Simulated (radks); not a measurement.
Kinetic energies: the exact non-interacting value of the Kohn-Sham orbitals and orbital-free approximations, as 100 (|E| - |E exact|)/|E exact|, negative where the magnitude is too small. Species: P [Ne] 3s2 3p3; K+ [Ar]; C3+ [He] 2s1; Pt49+ [Ar] 3d10 4s1; Yb [Xe] 4f14 6s2. All-electron calculation, non-relativistic Kohn-Sham, exchange-only PBE, spin-polarised, spherical densities, point nucleus. Program: a radial shooting solver on a logarithmic mesh with Libxc functionals. Every spin shell is full or empty, so the densities are truly spherical. Functionals are evaluated on that one density, not self-consistently.

functional,P,K+,C3+,Pt49+,Yb
exact (hartree),340.592,598.823,34.6737,15593.4,13391.2
Thomas-Fermi,-7.38,-6.99,-9.96,-4.91,-4.89
TF + vW/9,-0.50,-0.60,+0.54,-0.42,-0.77
TF + vW/5,+5.00,+4.52,+8.94,+3.16,+2.52
LC94,+0.19,+0.13,+0.35,+0.29,-0.05
APBEK,+0.32,+0.25,+0.31,+0.32,-0.02
Perdew 92,-0.49,-0.58,+0.56,-0.42,-0.76
Thakkar,0.00,-0.15,+0.56,-0.40,-0.81
Pearson,-1.60,-1.41,-3.96,-0.73,-0.94
LKT,+31.37,+28.52,+55.84,+18.94,+16.69
PG1,+25.46,+22.95,+48.51,+15.00,+13.02
Ernzerhof,+0.15,-0.05,+3.32,-0.10,-0.55
